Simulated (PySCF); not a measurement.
Unknown compound

An unknown has the formula C8H12O3. Its calculated NMR data are:

¹H NMR (400 MHz, computed): δ 5.07 (s, 1H), 4.07 (s, 3H), 3.81 (s, 3H), 3.33 (m, 1H), 2.62 (m, 1H), 2.35 (m, 1H), 2.00 (m, 1H), 1.87 (m, 1H).

¹³C{¹H} NMR (computed): δ 203.4 (C), 184.6 (C), 105.8 (CH), 84.4 (CH), 62.0 (CH3), 56.6 (CH3), 34.0 (CH2), 33.4 (CH2).

PySCF calculation with coordinates at the GFN2-xTB level and PBE0/pcSseg-1 with gauge-including orbitals; no relativistic terms, fast rotation and ring inversion assumed for equivalent nuclei, one conformer, no solvent model.

Scale: ¹H (σ = 31.72 ppm) and ¹³C (σ = 186.93 ppm) vs TMS (reference shieldings calculated alike).

Q: Which of these isomers gave the spectra?
A. COC(=O)[C@H]1CCCC(=O)C1
B. COC1=COC=C(C(C)C)O1
C. O=C1OCC[C@@H](C2CCC2)O1
D. COC1=CC(=O)[C@@H](OC)CC1

A: D. 

1. The formula gives 3 degrees of unsaturation (1 ring in the answer).
2. 8 carbon signals for 8 carbons: no two carbons are equivalent.
3. Carbon types of the structure: 2 × C, 2 × CH, 2 × CH2, 2 × CH3, which accounts for all hydrogens.
4. δC 203.4: ketone carbonyl carbon; the double bond to the heteroatom, with no lone-pair donor beside it, deshields it most.
5. δC 184.6: alkene carbon bearing oxygen; an sp2 carbon further deshielded by the attached heteroatom.
6. δC 105.8: β carbon of an enol-ether or enamine type C=C; the O or N lone pair pushes π density onto this β carbon and shields it.
7. δC 84.4: sp3 CH bonded to O, α to a carbonyl; the inductive effect lowers its shielding.
8. δC 62.0, 56.6: methyl carbon bonded to O; pulled downfield by the heteroatom.

The others: COC(=O)[C@H]1CCCC(=O)C1 would give 10 signals for carbon-bound and other non-exchanging H, not 8; O=C1OCC[C@@H](C2CCC2)O1 would give 12 signals for carbon-bound and other non-exchanging H, not 8; COC1=COC=C(C(C)C)O1 would give 7 carbon signals, not 8.

Shifts are as computed. Against solution values, carbons near 30 ppm lie about +3 ppm off and those near 130 ppm about +5 ppm. Of 1211 compounds with measured shifts, 218 miss one by over three times the rms of a fit or turn the order of signals round; such compounds aren't used in these exercises. Multiplicities follow the n + 1 count of equivalent neighbours, as no J values were calculated; m marks all less simple cases, F and P coupling included.
